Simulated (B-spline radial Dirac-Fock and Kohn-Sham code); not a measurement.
**Elastic and transport cross sections of hafnium for electrons**

Method: relativistic (Dirac) partial waves in the static field of the Dirac-Fock atom with Furness-McCarthy exchange, without polarisation or absorption potentials. Computed with a radial finite-basis atomic code. Below a few hundred eV the neglected polarisation potential matters, most of all at small angles. σ_tr1 and σ_tr2 weight the cross section with 1 − P₁ and 1 − P₂ of cos θ; "backward" is the share scattered beyond 90°.

```tsv
energy (eV)	σ (a₀²)	σ_tr1 (a₀²)	σ_tr2 (a₀²)	σ/σ_tr1	backward (%)
50	51.1	13.1	22.0	3.91	9.9
60.3	48.9	9.90	17.8	4.94	7.1
66.2	47.4	8.55	15.8	5.55	5.9
85.8	42.6	5.70	10.8	7.47	3.5
100	?	?	?	?	?
108	37.9	4.18	7.72	9.06	2.4
109	37.7	4.14	7.62	9.11	2.4
110	37.5	4.10	7.53	9.15	2.4
115	36.6	3.91	7.10	9.35	2.3
119	35.8	3.78	6.81	9.47	2.3
125	34.8	3.63	6.44	9.59	2.2
143	32.1	3.36	5.70	9.56	2.4
151	31.0	3.30	5.51	9.41	2.5
153	30.8	3.29	5.47	9.36	2.6
165	29.4	3.26	5.31	9.01	2.8
200	25.9	3.33	5.21	7.78	3.8
300	20.0	3.72	5.32	5.39	6.8
483	15.2	3.67	4.26	4.14	9.9
```

Problem. Fill in the row for 100 eV.

Solution. σ = 39.5 a₀², σ_tr1 = 4.59 a₀², σ_tr2 = 8.61 a₀², σ/σ_tr1 = 8.59, backward 2.7 %. The ratio σ/σ_tr1 is roughly the number of elastic collisions that randomise the direction.
